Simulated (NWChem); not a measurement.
System meant: tetrachloroaluminate (AlCl4 anion); SMILES [Cl][Al-]([Cl])([Cl])[Cl]

The following NWChem deck was run.

```
start job
memory heap 200 mb stack 900 mb global 1100 mb
charge -1
geometry units angstroms noautoz
  Cl    -1.852739    -0.732571    -0.900036
  Al     0.000008    -0.000018     0.000017
  Cl     0.826425    -1.535457     1.318663
  Cl    -0.416983     1.807195     1.157391
  Cl     1.443290     0.460851    -1.576036
end
basis spherical
  * library def2-svp
end
dft
  odft
  mult 2
  xc xpbe96 cpbe96
  iterations 150
  mulliken
end
task dft energy
```

End of the output:

```
 Summary of "ao basis" -> "" (spherical)
 ------------------------------------------------------------------------------
       Tag                 Description            Shells   Functions and Types
 ---------------- ------------------------------  ------  ---------------------
 *                          def2-svp                  on all atoms

  pbe96 is a nonlocal functional; adding pw91lda local functional.

                                 NWChem DFT Module
                                 -----------------

 Summary of "ao basis" -> "ao basis" (spherical)
 ------------------------------------------------------------------------------
       Tag                 Description            Shells   Functions and Types
 ---------------- ------------------------------  ------  ---------------------
 Cl                         def2-svp                 8       18   4s3p1d
 Al                         def2-svp                 8       18   4s3p1d

 Summary of "ao basis" -> "ao basis" (spherical)
 ------------------------------------------------------------------------------
       Tag                 Description            Shells   Functions and Types
 ---------------- ------------------------------  ------  ---------------------
 Cl                         def2-svp                 8       18   4s3p1d
 Al                         def2-svp                 8       18   4s3p1d

  number of electrons :                   82
  multiplicity        :                    2
 ------------------------------------------------------------------------
  no. of electrons and multiplicity not compatible                  82
 ------------------------------------------------------------------------
 ------------------------------------------------------------------------
  current input line :
    21: task dft energy
 ------------------------------------------------------------------------
 ------------------------------------------------------------------------
 There is an error in the input file
 ------------------------------------------------------------------------
 For more information see the NWChem manual at https://nwchemgit.github.io

0: no. of electrons and multiplicity not compatible:Received an Error in Communication
```

Question: What is wrong, and how is it mended?

Answer: The program refused the input. Cause: the multiplicity doesn't fit the number of electrons (an even count wants an odd multiplicity, and the reverse). This input runs:
```
start job
memory heap 200 mb stack 900 mb global 1100 mb
charge -1
geometry units angstroms noautoz
  Cl    -1.852739    -0.732571    -0.900036
  Al     0.000008    -0.000018     0.000017
  Cl     0.826425    -1.535457     1.318663
  Cl    -0.416983     1.807195     1.157391
  Cl     1.443290     0.460851    -1.576036
end
basis spherical
  * library def2-svp
end
dft
  xc xpbe96 cpbe96
  iterations 150
  mulliken
end
task dft energy
```
It converges to -2082.06246 Ha (PBE/def2-SVP).
